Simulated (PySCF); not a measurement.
Mo(O)(NMe)(OH)(SH) (CH5MoNO2S), SMILES C[N]=[Mo](=[O])([OH])[SH], multiplicity 1.

Geometry optimised at B3LYP-D3(BJ)/def2-SVP. The multiplicity is an assumed one; other spin states were not compared. The def2 effective core potentials stand for the cores of Mo; spin–orbit coupling is left out. The values are those of a single conformer.

Two levels are set side by side: PBE/def2-TZVP (PySCF) and M06-2X/def2-TZVP (PySCF). Same geometry, gas phase. Differences are taken from unrounded values.

```
quantity                     M06-2X    PBE  PBE minus M06-2X
---------------------------  ------  -----  ----------------
orbital gap (eV)               7.56   3.64             -3.92
highest occupied level (eV)   -8.75  -6.35              2.40
lowest empty level (eV)       -1.19  -2.71             -1.51
dipole moment (D)              3.07   2.86             -0.21
mean polarisability (bohr³)    88.4   92.1               3.7
```

PBE's occupied levels lie high since its potential decays too fast outside the molecule; exact exchange lowers them and widens the gap. Loosely held outer electrons make PBE densities more polarisable. Differences between two approximate levels are no errors against the true value.

Rough cost on one machine, each run with all the roots and properties that it gave: M06-2X against PBE about 4 times.
